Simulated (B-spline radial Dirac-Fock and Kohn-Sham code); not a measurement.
## Electron momentum distribution of Ni¹⁹⁺: Compton profiles

System: the Ni¹⁹⁺ ion, 1s2 2s2 2p5.

Calculated with an atomic code on a B-spline grid, using the impulse approximation on Dirac-Fock densities. pz is in atomic units of momentum; subshell profiles are per electron, for a selection of subshells; open shells are spread over both j values by their weights.

```
  pz  J total  J 1s1/2  J 2p1/2   J 2p3/2
   0   0.5651   0.0306   0.0562    0.0568
0.41   0.5633   0.0305   0.0562    0.0568
0.54   0.5619   0.0305   0.0562    0.0568
0.71   0.5596   0.0305   0.0561    0.0568
0.94   0.5555   0.0304   0.0561    0.0568
 1.2   0.5495   0.0304   0.0561    0.0568
 1.7   0.5344   0.0302   0.0559    0.0566
 2.2   0.5149   0.0300   0.0556    0.0562
 2.9   0.4815   0.0295   0.0545    0.0551
 3.8   0.4315   0.0289   0.0521    0.0526
 5.1   0.3539   0.0276   0.0463    0.0465
 6.7   0.2651   0.0257   0.0367    0.0367
 8.9   0.1720   0.0226   0.0235    0.0233
  12  0.09514   0.0181   0.0109    0.0106
  16  0.04885   0.0128  0.00377   0.00360
  21  0.02399  0.00784  0.00104  0.000973
```

J(0) = 0.5651. The 2s1/2 subshell gives the largest part, 39 %.

Mean momentum ⟨p⟩ by subshell (a.u.): 1s1/2 23.9, 2s1/2 8.31, 2p1/2 11.1, 2p3/2 11.0.
